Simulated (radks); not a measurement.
Results of a calculation; reference values are marked as such.
Ag XXVI, 22 electrons, occupied as [Ar] 3d4. Level of theory: scalar-relativistic Kohn-Sham, LDA (Slater exchange, VWN5 correlation), spin-polarised, spherical densities, finite nucleus; open shells are filled with parallel spins first (spin-orbit coupling, left out, can overturn this in heavy ions); Fermi nuclear charge, rms radius 4.5454 fm (a radial shooting solver on a logarithmic mesh with Libxc functionals).

Unscreened Slater integrals over Kohn-Sham orbitals (eV). They are taken over the spin-up orbitals.

integral,value
"F0(3d,3d)",80.583
"F2(3d,3d)",41.181
"F4(3d,3d)",26.522
"F0(3d,3p)",75.344
"F2(3d,3p)",36.430
"G1(3d,3p)",39.980
"G3(3d,3p)",26.381
"F0(3d,3s)",74.394
"G2(3d,3s)",30.156
"F0(3d,2p)",103.20
"F2(3d,2p)",29.483
"G1(3d,2p)",26.666
"G3(3d,2p)",15.336
"F0(3p,3p)",72.226
"F2(3p,3p)",36.416
"F0(3p,3s)",71.356
"G1(3p,3s)",46.599
"F0(3p,2p)",96.131
"F2(3p,2p)",23.242
"G0(3p,2p)",9.2144
"G2(3p,2p)",10.042
"F0(3s,3s)",70.673
"F0(3s,2p)",92.959
"G1(3s,2p)",9.0889
"F0(2p,2p)",211.73
"F2(2p,2p)",100.41

Derived for the open shells (J is the average intra-shell exchange parameter used in DFT+U). 3d: Racah B = F2/49 - 5 F4/441 = 0.5397 eV, C = 35 F4/441 = 2.105 eV, C/B = 3.90, F4/F2 = 0.644, J = (F2 + F4)/14 = 4.836 eV.
